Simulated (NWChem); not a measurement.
C3H3NS; SMILES c1cscn1

```xyz
8

C     -0.6817    -1.2427     0.0000
C     -1.2136     0.0187     0.0000
S      0.0532     1.1762     0.0000
C      1.1977    -0.1217     0.0000
N      0.6808    -1.3107     0.0000
H     -1.2701    -2.1622     0.0000
H     -2.2609     0.3163     0.0000
H      2.2708     0.0844     0.0000
```
Atoms are numbered in this order, from 1.

Results from NWChem. Pople sets run with spherical d functions. All runs use the structure optimised with PBE0/def2-SVP. GIAO values for the isolated, static molecule; σ is the absolute isotropic shielding, δ = σ(reference) − σ with the isolated reference molecule computed at the same levels (13C: tetramethylsilane, 1H: tetramethylsilane, 15N: ammonia).

| level | δ C1 (ppm) | δ C2 (ppm) | σ S3 (ppm) | δ C4 (ppm) | δ N5 (ppm) | δ H7 (ppm) | δ H8 (ppm) |
|---|---|---|---|---|---|---|---|
| B3LYP/6-31G* | 132.6 | 115.3 | 280.2 | 143.6 | 314.5 | 6.77 | 8.12 |
| KT2/pcSseg-1 | 137.3 | 114.9 | 263.1 | 142.1 | 335.9 | 6.96 | 8.14 |
| B3LYP/6-311G** | 146.0 | 124.4 | 213.9 | 154.2 | 370.0 | 7.10 | 8.44 |
